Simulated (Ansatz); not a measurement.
# Strength of the C–Si bond: C2H10GeSi → CH7GeSi + CH3

Species: C2H10GeSi `C[SiH2][CH2][GeH3]`, singlet; CH7GeSi `[SiH2][CH2][GeH3]`, doublet; CH3 (methyl radical) `[CH3]`, doublet. 

Shapes, held fixed at every level: PBE0-D4/def2-TZVP. Flexible molecules stand in one conformer, not always the lowest. Programs: Ansatz 0.2.0. Electronic energies: no zero-point or thermal term.

```
               level                    kind  ΔE (kJ/mol)  less CCSD(T)/def2-TZVPP
   PBE-D4/def2-TZVPP                     GGA       +377.7                     -5.7
r2SCAN-D4/def2-TZVPP                meta-GGA       +361.0                    -22.4
 B3LYP-D4/def2-TZVPP           global hybrid       +372.3                    -11.1
  PBE0-D4/def2-TZVPP           global hybrid       +378.2                     -5.2
  wB97M-V/def2-TZVPP  range-separated hybrid       +398.5                    +15.1
     CCSD/def2-TZVPP   coupled cluster or CI       +375.1                     -8.3
  CCSD(T)/def2-TZVPP   coupled cluster or CI       +383.4                      0.0
```

The highest level, CCSD(T)/def2-TZVPP, gives ΔE = +383.4 kJ/mol; the levels span +361.0 to +398.5. The column of differences is taken from that level and isn't an error. No measured value is set beside it here. Open shells run unrestricted unless RO is named. Relativity is left out for Ge unless named. Correlated rows may include outer-core shells of Ge, which these sets cover unevenly.
